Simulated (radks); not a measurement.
Results of a calculation; reference values are marked as such.
Dynamic dipole polarisability and lines of the nitrogen ion N4+, [He] 2s1. Level of theory: non-relativistic Kohn-Sham, LB94 model potential, spin-polarised, spherical densities, point nucleus; open shells are filled with parallel spins first (a radial shooting solver on a logarithmic mesh with Libxc functionals). Time-dependent linear response with the Hartree and adiabatic LDA kernel, continuum included through the Sternheimer equations. Lines are the poles of the dipole polarisability below minus the highest occupied eigenvalue, found on a grid refined at the orbital gaps; the lowest seven at most are given, and weak or close lines can be missed. The first line takes the name of the lowest orbital gap if no other gap lies below it; otherwise a line is named after a gap within 0.6 % of it, if that gap stands alone.

photon energy (eV),alpha (bohr^3)
0,1.699
7.966,5.276
17.526,-0.5793
27.086,-0.1114
36.645,0.02887
46.205,0.1529
55.765,1.112
65.325,-0.1786
74.884,0.7104
84.444,-0.1542

Lines (eV, oscillator strength): 9.586 (129.3 nm, 2s-2p), f = 0.199; 57.454 (21.58 nm, unassigned), f = 0.286; 75.344 (16.46 nm, 2s-4p), f = 0.0722; 83.227 (14.90 nm, 2s-5p), f = 0.0305; 87.479 (14.17 nm, 2s-6p), f = 0.0162; 90.040 (13.77 nm, unassigned), f = 0.00961. Higher lines, where found, are left out when the end of the mesh affects them. Those listed give 99 % of the static polarisability (sum of f/w^2). Orbital energy gaps for comparison: 2s-2p 8.813 eV; 2s-3p 58.297 eV; 2s-4p 75.606 eV; 2s-5p 83.350 eV; 2s-6p 87.548 eV. At laser wavelengths: 1550 nm 1.710, 1064 nm 1.723, 780 nm 1.744, 532 nm 1.799, 355 nm 1.944, 266 nm 2.195, 193 nm 3.005 bohr^3.
